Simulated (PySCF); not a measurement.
Job for PySCF: R-B3LYP/6-311+G** on C3H9B (SMILES CBCC).

```python
from pyscf import gto, scf, dft, mp
from pyscf.data.elements import chemcore

mol = gto.M(
    atom='''
    C     1.71822047   -0.34987749    0.02192070
    B     0.71537350    0.84359967   -0.03942818
    C    -0.84239774    0.71186296   -0.04892359
    C    -1.46424027   -0.68539383   -0.00949923
    H     2.07896741   -0.39406549    1.06129532
    H     2.61490378   -0.18217323   -0.57997987
    H     1.30034369   -1.32998297   -0.21180486
    H     1.16464450    1.95643715   -0.04303173
    H    -1.22191755    1.32558840    0.78111373
    H    -1.19406791    1.26300920   -0.93453294
    H    -1.15356302   -1.28321879   -0.86901345
    H    -1.16082654   -1.22981644    0.88745741
    H    -2.55544032   -0.64596911   -0.01557328
    ''',
    basis='6-311+g**',
    charge=0, spin=0, verbose=3, max_memory=1800)
mf = dft.RKS(mol, xc='b3lyp')
mf.conv_tol = 1e-8
mf.max_cycle = 100
mf.kernel()
if not mf.converged:
    mf = mf.newton().run(mf.mo_coeff, mf.mo_occ)
```

It printed:

```
converged SCF energy = -144.634586776352
```

Self-consistency was reached.

Cost: very roughly 21 core-seconds.
